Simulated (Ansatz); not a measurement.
The cluster B4⁻, 4 atoms. Hardware: 4 threads of Arm Neoverse V1 on a shared host.

Correlated methods freeze 4 core orbitals.

Question: How many basis functions does each of these Ansatz runs have, and roughly what does it cost? CCSD(T)/def2-TZVPPD, charge -1 quartet, energy, from earlier orbitals; HF/def2-TZVPD, charge -1 doublet, energy and forces, from earlier orbitals; r2SCAN-D4/def2-TZVPD, charge -1 doublet, energy, from earlier orbitals; ωB97X-V/def2-TZVPD, charge -1 doublet, energy, from earlier orbitals; MP2/def2-TZVPD, charge -1 doublet, energy, from earlier orbitals; PBE with 15 % exact exchange/def2-TZVPD, charge -1 quartet, energy, from earlier orbitals; HSE06-D4/def2-TZVPD, charge -1 quartet, energy, from earlier orbitals; CCSD(T)/def2-TZVPPD, charge -1 doublet, energy, from earlier orbitals; PBE-D4/def2-TZVPD, charge -1 doublet, energy, from earlier orbitals; PBE with 50 % exact exchange/def2-TZVPD, charge -1 doublet, energy, from earlier orbitals; PBE with 35 % exact exchange/def2-TZVPD, charge -1 quartet, energy, from earlier orbitals; ωB97M-V/def2-TZVPD, charge -1 quartet, energy, from earlier orbitals.

Answer: Other jobs shared the machine, so times can vary by a factor of up to 3. A dash marks memory too small to be measured apart from the calling script's.

| run | functions | fitting or Cholesky vectors | wall time | peak host memory (GiB) |
| --- | --- | --- | --- | --- |
| MP2/def2-TZVPD, charge -1 doublet, energy, from earlier orbitals | 148 | 911 | 0.8 s | – |
| HF/def2-TZVPD, charge -1 doublet, energy and forces, from earlier orbitals | 148 | 948 | 1.1 s | – |
| PBE with 50 % exact exchange/def2-TZVPD, charge -1 doublet, energy, from earlier orbitals | 148 | 828 | 1.5 s | – |
| PBE-D4/def2-TZVPD, charge -1 doublet, energy, from earlier orbitals | 148 | 660 | 1.6 s | – |
| r2SCAN-D4/def2-TZVPD, charge -1 doublet, energy, from earlier orbitals | 148 | 660 | 2.5 s | – |
| PBE with 15 % exact exchange/def2-TZVPD, charge -1 quartet, energy, from earlier orbitals | 148 | 660 | 2.8 s | – |
| PBE with 35 % exact exchange/def2-TZVPD, charge -1 quartet, energy, from earlier orbitals | 148 | 752 | 2.9 s | – |
| HSE06-D4/def2-TZVPD, charge -1 quartet, energy, from earlier orbitals | 148 | 660 | 2.9 s | – |
| CCSD(T)/def2-TZVPPD, charge -1 quartet, energy, from earlier orbitals | 148 | 917 | 8 s | 1.4 |
| ωB97X-V/def2-TZVPD, charge -1 doublet, energy, from earlier orbitals | 148 | 660 | 9 s | – |
| ωB97M-V/def2-TZVPD, charge -1 quartet, energy, from earlier orbitals | 148 | 660 | 11 s | – |
| CCSD(T)/def2-TZVPPD, charge -1 doublet, energy, from earlier orbitals | 148 | 911 | 21 s | 2.1 |
